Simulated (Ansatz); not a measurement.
Calculated with Ansatz (gas phase, PBE0-D4/def2-TZVP geometries, no zero-point term in ΔE). CBS: MP2 limit from def2 TZ/QZ plus the TZ coupled-cluster correction, frozen cores. This one scheme is used for every species. Functionals use def2-TZVPP. HSE06 is defined as in plane-wave codes. Each species was taken in one conformer, which may not be the lowest.

Consider the ligand exchange at the Si–S bond: `CBS[SiH2]C` + `C=CS` → `C=CS[SiH2]C` + `CBS`.

| level | ΔE (eV) |
| --- | --- |
| LDA (SPW92) | -0.03 |
| PBE-D4 | -0.03 |
| revPBE-D4 | -0.03 |
| r2SCANh-D4 | -0.03 |
| HSE06 | -0.04 |
| CAM-B3LYP | -0.04 |
| CCSD/def2-SVP | -0.05 |
| CCSD(T)/def2-SVP | -0.05 |

**Question.** What does CCSD(T)/CBS give? (Estimate.)

**Answer.** Computed: -0.03 eV. The listed levels differ from it by 0.00, 0.00, 0.00, 0.00, -0.01, -0.01, -0.02, -0.02 eV.

Largest T1 diagnostic among the species: 0.013.

Leaving LDA and LC-ωPBE aside and taking each functional with its dispersion term where it has one, the values, not all of them listed here, spread over 0.01 eV, from B2PLYP to ωB97M-V.
